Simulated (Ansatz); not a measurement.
Gas-phase electronic energies from Ansatz, PBE0-D4/def2-TZVP geometries. CCSD(T)/CBS is the MP2 limit (def2-TZVPP, def2-QZVPP) plus CCSD(T) − MP2 in def2-TZVPP, frozen cores. This one scheme is used for every species. Functionals use def2-TZVPP. B3LYP here is the variant with VWN-RPA as its local correlation; programs differ in this. One conformer a species, not always the lowest.

`C#[C][Al]([CH3])[F]` + CH₃NH₂ → `C#[C][Al]([CH3])[NH]C` + H–F  (ligand exchange at the Al–F bond)

`C#[C][Al]([CH3])[F]`:

Cartesian coordinates in Å:
```
C -0.172 -1.819 2.127
C -0.210 -0.835 1.423
Al -0.245 0.669 0.263
C 0.308 0.642 -1.586
F -0.795 2.080 0.919
H -0.140 -2.682 2.753
H -0.523 0.911 -2.245
H 1.101 1.374 -1.768
H 0.676 -0.341 -1.888
```

CH₃NH₂:

```xyz
7

C     0.284    0.475   -0.131
N    -0.297   -0.702    0.494
H    -0.017    0.651   -1.174
H     1.373    0.397   -0.107
H     0.014    1.362    0.447
H    -0.050   -1.537   -0.021
H    -1.307   -0.645    0.491
```

`C#[C][Al]([CH3])[NH]C`:

Cartesian coordinates in Å:
```
C 1.067 1.722 -2.952
C 0.659 1.215 -1.931
Al -0.008 0.447 -0.310
C -1.186 1.419 0.891
N 0.531 -1.205 0.007
C 0.230 -2.078 1.118
H 1.428 2.166 -3.852
H -0.684 2.303 1.295
H -1.526 0.816 1.737
H -2.072 1.778 0.360
H 1.145 -1.643 -0.664
H 1.127 -2.368 1.678
H -0.436 -1.573 1.822
H -0.275 -2.999 0.802
```

H–F:

```xyz
2

F     0.449   -0.093    0.042
H    -0.449    0.093   -0.042
```

CCSD(T)/CBS gives +21.9 kcal/mol.

(1) Another level gave +24.8 kcal/mol. Which?
A. SCS-MP2/def2-TZVPP
B. B2PLYP/def2-TZVPP
C. PBE0-D4/def2-TZVPP
D. B3LYP/def2-TZVPP

Largest T1 diagnostic among the species: 0.013.

## Answers

(1) D. B3LYP 24.8, B2PLYP 23.8, PBE0-D4 21.4, SCS-MP2/def2-TZVPP 22.5 kcal/mol.

In def2-TZVPP, CCSD(T) changes the Hartree–Fock value by −4.8 kcal/mol (the triples alone add −0.8 kcal/mol) and MP2 by −5.1 kcal/mol. The D4 term adds −2.2 kcal/mol with B3LYP and −1.3 kcal/mol with PBE0; it sums over pairs of atoms, weighted by their polarisabilities, and B3LYP, whose exchange is more repulsive, gets the larger term.
